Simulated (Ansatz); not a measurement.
PBE exchange is replaced step by step with exact exchange (0 % is PBE, 25 % PBE0; no dispersion term), basis def2-SVP, Ansatz. System: cis-[IrF2(NH3)4]+ (IrN₄F₂H₁₂⁺). The state is a singlet with charge 1. Geometry: PBE0-D4/def2-SVP, each spin state at its own.

Geometry of the singlet:

```xyz
19

Ir    0.063   -0.178    0.202
F    -0.559   -0.292    2.062
N     0.812   -0.180   -1.756
H     1.439   -0.998   -1.716
H     1.376    0.621   -2.045
H     0.147   -0.343   -2.514
F     1.269   -1.728    0.231
N    -1.258    1.447    0.318
H    -1.568    1.367    1.298
H    -2.093    1.417   -0.269
H    -0.864    2.382    0.200
N     1.676    0.846    1.011
H     2.448    0.169    0.991
H     1.434    0.964    2.002
H     2.023    1.740    0.658
N    -1.416   -1.585   -0.173
H    -2.105   -1.507   -0.922
H    -1.918   -1.675    0.718
H    -0.905   -2.467   -0.296
```

In the def2 sets Ir takes a core potential; there is no spin–orbit coupling. The name describes the singlet; other states may take another shape.

| exact exchange (%) | HOMO (eV) | LUMO (eV) | gap (eV) | triplet − singlet (kJ/mol) |
| --- | --- | --- | --- | --- |
| 15 | -9.44 | -4.03 | 5.41 | 229.9 |
| 40 | -11.23 | -3.17 | 8.06 | 236.4 |

Estimate the row for 10 %.


```
exact exchange (%)  HOMO (eV)  LUMO (eV)  gap (eV)  triplet − singlet (kJ/mol)
                10      -9.09      -4.25      4.85                       228.1
```
